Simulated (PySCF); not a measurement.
C3H5AlIN.
Bonds: C1–C2 (double), C2–I3, C2–C4, C4–N5 (triple), N5–Al6. Hydrogens: H7, H8 on C1; H9, H10, H11 on Al6.

Level of theory: PBE0-D3(BJ)/def2-SVP geometry optimisation, gas phase, def2 core potentials past Kr in PySCF 2.14.0.

Question: What internal coordinates does the optimisation give?

Answer: 
| bond | length (Å) | order |
| --- | --- | --- |
| C1=C2 | 1.339 | double |
| C2–I3 | 2.099 | single |
| C2–C4 | 1.420 | single |
| C4≡N5 | 1.155 | triple |
| N5–Al6 | 2.031 | single |
| C1–H7 | 1.094 | single |
| C1–H8 | 1.092 | single |
| Al6–H9, Al6–H10, Al6–H11 | 1.604 | single |

Bonds in one row agree within 0.01 Å and their mean is given. Orders are formal, as drawn. A selection of angles:
| angle | degrees |
| --- | --- |
| C2–C1–H7 | 120.2 |
| C2–C1–H8 | 121.2 |
| H7–C1–H8 | 118.5 |
| C1–C2–I3 | 123.7 |
| C1–C2–C4 | 121.8 |
| I3–C2–C4 | 114.5 |
| C2–C4–N5 | 179.3 |
| C4–N5–Al6 | 179.0 |
| N5–Al6–H9 | 98.6 |
| H9–Al6–H10 | 117.5 |

Al6 (aluminium bonded to N and 3 H) is distorted tetrahedral (angles from 98.6° to 117.7°). The 6 heavy atoms lie in one plane (0.002 Å rms). The 2 C–C bonds span 1.339 Å (C1=C2, drawn double) to 1.420 Å (C2–C4, drawn single), a spread of 0.081 Å.

Stationary, but not proved a minimum.
